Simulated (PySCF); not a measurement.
C4H4N, SMILES C1=C[N]C=C1 (connectivity only; charge and spin as stated), charge -1, multiplicity 1.

Geometry optimised at B3LYP-D3(BJ)/def2-SVPD. The spin state was assumed, not searched. The isomer is the one that the SMILES or the coordinates give; other isomers of the formula were not compared.

Level of theory: M06-2X/def2-SVPD (PySCF).

Gas-phase values at a fixed geometry.

| Quantity | Result |
|---|---|
| total energy | -209.34801 hartree |
| point group | C2v |
| highest occupied level | -1.26 eV |
| lowest empty level | 5.60 eV |
| orbital gap | 6.86 eV |
| dipole moment about the centre of nuclear charge | 1.76 D |
| mean static polarisability | 62.0 bohr³ (9.18 Å³) |
| polarisability, principal values | 43.7, 68.6, 73.6 bohr³ |
